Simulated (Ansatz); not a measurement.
Isolated molecules relaxed with PBE0-D4/def2-TZVP in Ansatz; ΔE leaves out vibrations. CBS: MP2 limit from def2 TZ/QZ plus the TZ coupled-cluster correction, frozen cores. Functionals use def2-TZVPP. Elements past krypton have def2 core potentials. For In outer-core shells are correlated without core-valence functions, which leaves a few kJ/mol of doubt a bond. Each species was taken in one conformer, which may not be the lowest.

Reaction (redistribution): `[F][In]([F])[F]` + `CC(C)(C)N[Si](F)(F)F` → `CC(C)(C)[NH][In]([F])[F]` + `F[Si](F)(F)F`

| level | ΔE (kcal/mol) |
| --- | --- |
| ωB97M-V | -10.3 |
| HF/def2-SVP | -4.0 |

Problem. What does CCSD(T)/CBS give? (Estimate.)

Solution. Computed: -14.4 kcal/mol. The listed levels differ from it by 4.1, 10.4 kcal/mol.

Largest T1 diagnostic among the species: 0.018.

Leaving LDA and LC-ωPBE aside and taking each functional with its dispersion term where it has one, the values, not all of them listed here, spread over 3.7 kcal/mol, from B2PLYP to revPBE-D4. LDA lies −2.2 kcal/mol from PBE without D4. At CCSD(T), def2-SVP lies +6.3 kcal/mol from the extrapolated value and def2-TZVPP −0.1 kcal/mol. In def2-TZVPP, CCSD(T) changes the Hartree–Fock value by −5.0 kcal/mol (the triples alone add −0.5 kcal/mol) and MP2 by −6.4 kcal/mol.
